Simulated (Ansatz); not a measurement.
Species: sum formula GeH3Br, net charge 0, singlet state. SMILES: [Br][GeH3]
Geometry from a B3LYP-D3(BJ)/def2-TZVP (Ansatz, a quantum-chemistry and plane-wave program) optimisation:
```xyz
5

Ge    -1.1408     0.1101     0.0339
Br     1.1793    -0.1138    -0.0350
H     -1.4532     1.6063    -0.0806
H     -1.7057    -0.6796    -1.1521
H     -1.6101    -0.4663     1.3743
```
Charge 0, spin multiplicity 1.

Quantity: vertical triplet-singlet gap (E(triplet) - E(singlet); each state is the SCF solution reached for its spin; the molecule has degenerate orbitals, so one determinant may break the symmetry), in eV. Valence correlation only, unless marked. UHF or UKS for open shells. Spin-orbit coupling is left out. Frozen are the shells of the preceding noble gas and the d and f shells that filled before the atom's block. Non-relativistic. Basis-set limits of correlation are two-point, X^-3; Hartree-Fock from the larger set.

CCSD(T)/CBS(aug-cc-pVTZ,aug-cc-pVQZ) (Ansatz) gives 6.09 eV.

Problem. Another calculation gave 5.66 eV. Which level was it?
A. SVWN5/def2-TZVPD (Ansatz)
B. PBE0/def2-TZVPD (Ansatz)
C. B2PLYP/def2-TZVPD (Ansatz)
D. wB97X-V/def2-TZVPD (Ansatz)

Solution. B, PBE0/def2-TZVPD (Ansatz). The others give 5.88 (B2PLYP), 6.00 (wB97X-V), 5.35 (SVWN5) eV.
